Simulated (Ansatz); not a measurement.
Start from `[Cl][Sn]([Cl])([Cl])[SeH]` and change one atom or group to get `[CH3][Sn]([Cl])([Cl])[Cl]`.

Ansatz, PBE0-D4/def2-TZVP geometries, multiplicity 1. Each molecule was computed in one conformer, which needn't be the lowest.

Elements past krypton have def2 core potentials. Scalar relativity is left out up to krypton. Spin–orbit coupling is left out; it splits and shifts lone-pair levels of the heavy atoms by tenths of an eV.

```csv
property,`[Cl][Sn]([Cl])([Cl])[SeH]`
LUMO energy (PBE/def2-TZVPP) / eV,-3.77
LUMO energy (B3LYP/def2-TZVPP) / eV,-3.21
size of the dipole moment (ωB97M-V/def2-TZVPP) / D,2.06
size of the dipole moment (B3LYP/def2-TZVPP) / D,2.10
LUMO energy (PBE0/def2-TZVPP) / eV,-2.94
HOMO–LUMO gap (PBE/def2-TZVPP) / eV,3.08
```

(1) What does the change do to each property? (Best estimate.)

Answers

(1) Ansatz gave: 
| property | `[CH3][Sn]([Cl])([Cl])[Cl]` | shift |
| --- | --- | --- |
| LUMO energy (PBE/def2-TZVPP) / eV | -2.92 | 0.85 |
| LUMO energy (B3LYP/def2-TZVPP) / eV | -2.30 | 0.91 |
| size of the dipole moment (ωB97M-V/def2-TZVPP) / D | 3.32 | 1.26 |
| size of the dipole moment (B3LYP/def2-TZVPP) / D | 3.36 | 1.26 |
| LUMO energy (PBE0/def2-TZVPP) / eV | -2.00 | 0.94 |
| HOMO–LUMO gap (PBE/def2-TZVPP) / eV | 4.83 | 1.75 |

With PBE0 the HOMO falls by 1.02 eV and the LUMO rises by 0.94 eV, so the gap widens by about 1.96 eV. PBE moves the HOMO by -0.89 eV and ωB97M-V by -1.00 eV. The zero-point energy changes by 74.4 kJ/mol with +6 modes. Dipoles are sizes alone; their direction can turn.

Positive LUMOs are unbound, so they and the gaps depend on the basis.

B3LYP here is the variant with VWN-RPA as its local correlation; programs differ in this.
